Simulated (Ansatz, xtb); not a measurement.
C5H9NO: which of two isomers lies lower

Structure I: `CC(C)=CC(N)=O`, a singlet. Structure II: `C=CCC(=O)NC`, a singlet. Both are isolated molecules in the gas phase, relaxed with B3LYP-D3(BJ)/def2-SVP, each in the lowest conformer that the search found.

Quicker runs give these differences E(II) − E(I): GFN2-xTB +27.2 kJ/mol; HF/STO-3G +33.7 kJ/mol (at GFN2-xTB geometries); r2SCAN-D4/def2-SVP +52.1 kJ/mol (at GFN2-xTB geometries).

Q: Estimate E(II) − E(I) at the level CCSD(T)/def2-SVP + ΔMP2/def2-TZVPP.

A: Calculated at CCSD(T)/def2-SVP + ΔMP2/def2-TZVPP: E(II) − E(I) = +42.4 kJ/mol, so structure I lies lower.

Level by level:

```
                             level               geometry  E(II) − E(I) (kJ/mol)  departure from the last row (kJ/mol)  job, with rough time for the two
                          GFN2-xTB               GFN2-xTB                   +27.2                                 −15.2              optimisation, 0.28 s
                         HF/STO-3G               GFN2-xTB                   +33.7                                  −8.7              single point, 0.36 s
                r2SCAN-D4/def2-SVP               GFN2-xTB                   +52.1                                  +9.8               single point, 3.8 s
             B3LYP-D3(BJ)/def2-SVP  B3LYP-D3(BJ)/def2-SVP                   +43.3                                  +0.9                optimisation, 53 s
                       HF/def2-SVP  B3LYP-D3(BJ)/def2-SVP                   +38.5                                  −3.8           part of the CCSD(T) run
                      MP2/def2-SVP  B3LYP-D3(BJ)/def2-SVP                   +42.8                                  +0.4           part of the CCSD(T) run
                  CCSD(T)/def2-SVP  B3LYP-D3(BJ)/def2-SVP                   +38.7                                  −3.6                      single point
CCSD(T)/def2-SVP + ΔMP2/def2-TZVPP  B3LYP-D3(BJ)/def2-SVP                   +42.4                                                      single point, 76 s
```

As drawn, II has 1 C–N, 1 C–H in place of 1 C–C, 1 N–H.

None of the levels shown reverses the order. The largest departure from CCSD(T)/def2-SVP + ΔMP2/def2-TZVPP is that of GFN2-xTB, 15.2 kJ/mol. The last row adds to CCSD(T) the change of the MP2 difference between the two basis sets, here +3.6 kJ/mol.

With thermal terms from frequencies at re-optimised GFN2-xTB minima (ideal gas, soft modes damped towards free rotors, one conformer each, 298.15 K, 1 atm): the zero-point term adds +0.9 kJ/mol; ΔH is +42.1 and ΔG +43.8 kJ/mol.

The correlated steps freeze 7 core orbitals. Run with Ansatz 0.2.0, xtb 6.7.1; the last row on 4 threads of Arm Neoverse V1 on a shared host.
